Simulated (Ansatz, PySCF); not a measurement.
C4H6ClF, SMILES Cl[C@@H](F)C1CC1. Atoms are numbered in the order given.

```xyz
12

F      0.3747     1.3944     0.5180
C      0.5294     0.0392     0.5409
Cl     1.7144    -0.4221    -0.7484
C     -0.7824    -0.6449     0.3146
C     -2.0447     0.0102     0.8134
C     -1.7564    -0.0525    -0.6609
H      1.0081    -0.2378     1.4937
H     -0.7112    -1.7360     0.3713
H     -1.9450     0.9830     1.3028
H     -2.8202    -0.6402     1.2277
H     -1.4568     0.8770    -1.1536
H     -2.3337    -0.7413    -1.2833
```
Charge 0, spin multiplicity 1.

The structure is a stationary point at r2SCAN-D4/def2-SVP. The structure was generated by enumeration; whether it is a known compound was not checked. Other conformers were not sampled.

Two levels are set side by side: PBE-D3(BJ)/def2-SVP (Ansatz, a program for electronic structure) and r2SCAN-D4/def2-SVP (Ansatz). Each level has its own optimised geometry; the coordinates shown are those of the second. Frequencies come from the Hessian of PySCF at each geometry. Differences are taken from unrounded values.

```csv
quantity,r2SCAN-D4
mean bond length (Å),1.313
bond F1–C2 (Å),1.364
bond C2–Cl3 (Å),1.811
bond C2–C4 (Å),1.497
bond C4–C5 (Å),1.507
bond C4–C6 (Å),1.500
bond C5–C6 (Å),1.504
bond C2–H7 (Å),1.102
bond C4–H8 (Å),1.095
bond C5–H9 (Å),1.094
bond C5–H10 (Å),1.094
bond C6–H11 (Å),1.094
bond C6–H12 (Å),1.093
highest harmonic wavenumber (cm⁻¹),3245
mean harmonic wavenumber (cm⁻¹),1362
zero-point energy (kcal/mol),58.39
```

Task: What does PBE-D3(BJ) give, and how far is it from r2SCAN-D4? (The exact figures need the calculation; the answer reports its results.)

Result: 
| quantity | PBE-D3(BJ) | PBE-D3(BJ) minus r2SCAN-D4 |
|---|---|---|
| mean bond length (Å) | 1.320 | 0.007 |
| bond F1–C2 (Å) | 1.372 | 0.008 |
| bond C2–Cl3 (Å) | 1.816 | 0.005 |
| bond C2–C4 (Å) | 1.503 | 0.007 |
| bond C4–C5 (Å) | 1.514 | 0.007 |
| bond C4–C6 (Å) | 1.507 | 0.007 |
| bond C5–C6 (Å) | 1.510 | 0.007 |
| bond C2–H7 (Å) | 1.110 | 0.008 |
| bond C4–H8 (Å) | 1.102 | 0.007 |
| bond C5–H9 (Å) | 1.101 | 0.007 |
| bond C5–H10 (Å) | 1.101 | 0.007 |
| bond C6–H11 (Å) | 1.101 | 0.007 |
| bond C6–H12 (Å) | 1.100 | 0.007 |
| highest harmonic wavenumber (cm⁻¹) | 3174 | -71 |
| mean harmonic wavenumber (cm⁻¹) | 1326 | -36 |
| zero-point energy (kcal/mol) | 56.87 | -1.53 |
